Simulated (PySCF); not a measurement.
# Electron correlation in As (arsenic, neutral)

[Ar] 3d10 4s1 4p4, high-spin 4P determinant (an excited configuration). Computed with PySCF 2.14 in def2-QZVPPD, with the non-relativistic Hamiltonian (point nucleus). Frozen: [Ar] 3d10; 5 electrons correlated.

MP2 pair energies summed by pair of shells (mhartree):

| pair | energy | share (%) |
| --- | --- | --- |
| 4p-4p | -62.16 | 85.3 |
| 4s-4p | -10.69 | 14.7 |

Total MP2 correlation energy: -72.85 mhartree.

Same-spin part -20.12 and opposite-spin part -52.73 mhartree; SCS-MP2 scales them by 1/3 and 6/5 to -69.99 mhartree.
